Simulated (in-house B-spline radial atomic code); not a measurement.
Configurations of neutral lanthanum, with energies counted from [Xe] 5d1 6s2. Level of theory: scalar-relativistic (X2C) HSE06, spin-polarised, spherical fractional occupations, exact exchange averaged over the configuration, Fermi nucleus of rms radius 4.855 fm; calculated with a radial B-spline atomic code at the basis-set limit. Shells without spins written out take the highest spin.

Occupations are held fixed; configurations that lie above the ionisation limit could autoionise.

| configuration | E - E(ref) (eV) | highest orbital | its <r> (bohr) |
| --- | --- | --- | --- |
| [Xe] 5d1 6s1 7f1 | 4.9652 | 7f up | 39.62 |
| [Kr] 4d10 4f1 5s2 5p5 5d1 6s2 | 18.751 | 6s down | 4.591 |
| [Kr] 4d9 4f1 5s2 5p6 5d1 6s2 | 99.799 | 6s down | 4.508 |
| [Kr] 4d9 5s2 5p6 5d2 6s2 | 105.03 | 6s down | 4.366 |

(1) Order these further configurations by energy, lowest first.
A. [Xe] 5d1 6s1 6p1
B. [Xe] 5d2 6s1
C. [Xe] 5d1 6s1 7s1
D. [Xe] 5d1 6s1 6f1
E. [Xe] 4f1 6s2

(2) Is the reference the lowest configuration at this level of theory?

Answers

(1) B (-0.011357 eV), E (1.2106 eV), A (1.5963 eV), C (3.322 eV), D (4.781 eV).

(2) No: [Xe] 5d2 6s1 lies 0.01136 eV lower with this functional.
